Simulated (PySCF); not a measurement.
C₆H₇FO (charge +1 and doublet state).
Z-matrix (Å and degrees, GFN2-xTB geometry), rows numbered from 1:
```
O 
C   1  1.1782
C   2  1.4984  1  128.79
C   3  1.5241  2  117.41  1    55.96
F   4  1.3306  3  118.63  2    -0.40
C   3  1.4938  2  116.88  1   -12.22
C   6  1.4816  3  136.32  4   141.36
C   6  1.4834  3  139.28  4  -120.75
H   2  1.1156  1  122.49  3   179.73
H   3  1.0837  2  115.28  1  -159.87
H   4  1.0878  3  120.41  6  -110.26
H   7  1.0833  6  117.29  8   108.94
H   7  1.0806  6  117.59  8  -109.84
H   8  1.0871  6  115.63  7   111.87
H   8  1.0816  6  118.65  7  -109.24
```

The hyperfine couplings belong to this conformer and change with its torsions.

The species is `[O+]=C[C@@H]1[C@H](F)C12CC2` [radical] (charge +1).

Theory: UKS B3LYP, pcH-1 on C F H O, non-relativistic, mean-field spin-orbit, GIAO in PySCF. Isolated species at its GFN2-xTB geometry (one conformer only). The geometry wasn't refined by DFT: couplings that depend on bond lengths, twists or pyramidal angles can differ widely from those at the functional's own minimum, by a factor of two or more for some ions and for spin on atoms past the first row. No stability test was run, so a lower SCF solution isn't excluded.

Match the computed a_iso(13C) values -46.6, -12.3, -6.4, +4.6, -3.7, +2.5 MHz with the sites C2; C3; C4; C6; C7; C8.

```
site  a_iso (MHz)  ρ(0) (bohr⁻³)         position  distance from O1 (Å)  spin population  largest |T| (MHz)
  C2        -46.6        -0.0414   1 bond from O1                  1.18            -0.03               17.2
  C3        -12.3        -0.0110  2 bonds from O1                  2.42            +0.09               35.5
  C4         +4.6        +0.0041  3 bonds from O1                  3.15            +0.10               25.1
  C6         +2.5        +0.0022  3 bonds from O1                  2.95            +0.21               43.9
  C7         -6.4        -0.0057  4 bonds from O1                  4.09             0.00                5.1
  C8         -3.7        -0.0033  4 bonds from O1                  3.21            +0.05               13.2
```

ρ(0) is the spin density at the nucleus and T the dipolar tensor. The Mulliken spin populations are largest on O1 (+0.38), C6 (+0.21), H9 (+0.13) and C4 (+0.10).

β density exceeds α density at some nuclei, such as C2 (-0.0414), C3 (-0.0110) and C7 (-0.0057), spin density in bohr⁻³. In a single determinant that takes different orbitals for the two spins, that is spin polarisation.

The SMILES `[O+]=C[C@@H]1[C@H](F)C12CC2` draws the unpaired electron on O1, whose computed spin population is only +0.38.
